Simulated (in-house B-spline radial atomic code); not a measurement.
Radial electron density of Mn II (Mn+), [Ar] 3d5 4s1. Level of theory: non-relativistic PBEsol, spin-polarised, spherical fractional occupations, point nucleus; calculated with an all-electron radial atomic-structure program (B-spline basis).

Columns: r (bohr), 4πr²n(r) (electrons per bohr), bar.

```
 0.00266   0.8211 #
 0.00324    1.183 ##
 0.00396    1.705 ##
 0.00484    2.438 ###
 0.00591    3.445 #####
 0.00722    4.816 #######
 0.00881    6.624 #########
  0.0108    9.015 ############
  0.0131    11.83 ################
  0.0161    15.39 #####################
  0.0196    19.18 ##########################
  0.0239    23.07 ###############################
  0.0292    26.57 ####################################
  0.0357    29.03 #######################################
  0.0436    29.84 ########################################
  0.0533    28.81 #######################################
  0.0651    26.43 ####################################
  0.0795    23.97 ################################
  0.0971    23.08 ###############################
   0.119    24.94 ##################################
   0.145    28.83 #######################################
   0.177    32.38 ############################################
   0.216    32.45 ############################################
   0.264    27.62 #####################################
   0.322    19.93 ###########################
   0.393    13.58 ##################
   0.481    11.65 ################
   0.587    13.34 ##################
   0.717    14.93 ####################
   0.875    13.71 ###################
    1.07    10.04 ##############
    1.31    5.999 ########
    1.59    3.262 ####
    1.95    1.722 ##
    2.38    1.001 #
    2.91   0.5778 #
    3.55   0.2877 
    4.33   0.1105 
    5.29  0.03018 
    6.47 0.005315 
     7.9 0.0005536 
    9.64 3.077e-05
```

On this grid the curve has 3 maxima, near 0.0436, 0.216, 0.717 bohr.

The 4s up radial function P(r) = rR(r), positive near the nucleus:

```json
{"r (bohr)": "0.0008", "P": "0.00658"}
{"r (bohr)": "0.00119", "P": "0.009692"}
{"r (bohr)": "0.00178", "P": "0.01428"}
{"r (bohr)": "0.00266", "P": "0.02087"}
{"r (bohr)": "0.00396", "P": "0.03006"}
{"r (bohr)": "0.00591", "P": "0.04266"}
{"r (bohr)": "0.00881", "P": "0.05894"}
{"r (bohr)": "0.0131", "P": "0.07808"}
{"r (bohr)": "0.0196", "P": "0.09732"}
{"r (bohr)": "0.0292", "P": "0.1084"}
{"r (bohr)": "0.0436", "P": "0.09742"}
{"r (bohr)": "0.0651", "P": "0.04671"}
{"r (bohr)": "0.0971", "P": "-0.04981"}
{"r (bohr)": "0.145", "P": "-0.1578"}
{"r (bohr)": "0.216", "P": "-0.1819"}
{"r (bohr)": "0.322", "P": "-0.02981"}
{"r (bohr)": "0.481", "P": "0.2278"}
{"r (bohr)": "0.717", "P": "0.2974"}
{"r (bohr)": "1.07", "P": "-0.01153"}
{"r (bohr)": "1.59", "P": "-0.4681"}
{"r (bohr)": "2.38", "P": "-0.6754"}
{"r (bohr)": "3.55", "P": "-0.4771"}
{"r (bohr)": "5.29", "P": "-0.1673"}
{"r (bohr)": "7.9", "P": "-0.02327"}
```
